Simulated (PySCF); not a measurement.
TaCl₃, SMILES [Cl][Ta]([Cl])[Cl] (connectivity only; charge and spin as stated), neutral, multiplicity 3.

Geometry optimised at PBE0-D3(BJ)/def2-SVP. The geometry has at least one imaginary mode, so it is a saddle point at that level. The multiplicity is an assumed one; other spin states were not compared. The def2 effective core potentials stand for the cores of Ta; spin–orbit coupling is left out.

Calculation: PBE0-D3(BJ)/def2-SVP (PySCF).

Frequencies are harmonic and unscaled.

| mode | ν (cm⁻¹) | IR (km/mol) | moving atoms (share of kinetic energy) |
|---|---|---|---|
| 1 | 48i | 17.1 | Cl 85 %, Ta 15 % |
| 2 | 71 | 3.2 | Cl 63 %, Ta 37 % |
| 3 | 92 | 0.8 | Cl 86 %, Ta 14 % |
| 4 | 377 | 157.9 | Cl 78 %, Ta 22 % |
| 5 | 384 | 2.7 | Cl 99 % |
| 6 | 400 | 63.4 | Cl 79 %, Ta 21 % |
